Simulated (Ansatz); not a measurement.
Ansatz (an electronic-structure program) input:

Ansatz 0.2 input:
```yaml
crystal:
  periodic: [false, false, false]
  atoms:
    - {symbol: Si, position_ang: [-0.24622909, -0.17524103, 0.29227819]}
    - {symbol: C, position_ang: [1.56920749, -0.26071099, -0.35267119]}
    - {symbol: N, position_ang: [-0.70873889, -0.93459317, 1.68795042]}
    - {symbol: N, position_ang: [-1.11533871, -0.56839424, -1.22902915]}
    - {symbol: N, position_ang: [-0.46507456, 1.59705978, 0.44974714]}
    - {symbol: H, position_ang: [1.78072414, 0.41846839, -1.17602288]}
    - {symbol: H, position_ang: [2.25995084, -0.02316607, 0.45549236]}
    - {symbol: H, position_ang: [1.80102431, -1.27014855, -0.68728591]}
    - {symbol: H, position_ang: [-0.61779284, -1.94648186, 1.70587464]}
    - {symbol: H, position_ang: [-1.03667835, 0.15472264, -1.93300985]}
    - {symbol: H, position_ang: [-2.10226217, -0.70233198, -1.05221916]}
    - {symbol: H, position_ang: [-1.37829721, 1.78986800, 0.84072715]}
    - {symbol: H, position_ang: [0.20140641, 1.96999766, 1.11277538]}
basis:
  gaussian:
    orbitals: def2-TZVP
hamiltonian:
  xc: b3lyp
  dispersion: d3bj
total_charge: -1
relax: {f_tol: 0.002, max_steps: 150}
```

**Question.** What final total energy does it print?

**Answer.** -496.90714 Eh (B3LYP-D3(BJ)/def2-TZVP). The basis has 209 functions.

It need not be the lowest isomer of its formula. Whether it binds its extra electron was not tested at this geometry.
